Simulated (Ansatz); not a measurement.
Input for Ansatz (a quantum-chemistry and plane-wave program): R-PBE/def2-TZVPP on CH6GaN (SMILES C[NH][GaH2]), a point of a torsion scan.

Ansatz 0.2 input:
```yaml
crystal:
  periodic: [false, false, false]
  atoms:
    - {symbol: C, position_ang: [-1.21814971, 0.27555231, 0.27045676]}
    - {symbol: N, position_ang: [-0.08340127, -0.64520582, 0.13081999]}
    - {symbol: Ga, position_ang: [1.61815473, -0.15214395, -0.33119375]}
    - {symbol: H, position_ang: [-1.80802590, 0.35336219, -0.64914930]}
    - {symbol: H, position_ang: [-0.83168092, 1.26728590, 0.51724043]}
    - {symbol: H, position_ang: [-1.87958595, -0.04633065, 1.08034105]}
    - {symbol: H, position_ang: [-0.43048454, -1.57292357, -0.10116565]}
    - {symbol: H, position_ang: [2.36677205, -0.68945864, -1.59270944]}
    - {symbol: H, position_ang: [2.26770180, 0.98340316, 0.51386738]}
basis:
  gaussian:
    orbitals: def2-TZVPP
hamiltonian:
  xc: {name: PBE}
scf: {lower_state_search: off}
```

The head of its log:

```
WARN ansatz: RAYON_NUM_THREADS=1 ignored (pool sized by the plan → 1); use --threads N
Functional definition: PBE
these checks for a lower state are left out or cut short: stability, starts, cluster_reference, orbital_swaps, neighbouring_geometries, increment
integrals: 0.10 GiB planned
1057 factors; their error is unknown
mean field: 0.74 GiB planned
mean field evaluation 1: about -54978.5294 eV, gradient 8.3e1 eV
mean field evaluation 2: about -54901.4508 eV, gradient 1.7e2 eV
```

### Question
What total energy does the run end on?

### Answer
-2020.9193 hartree.
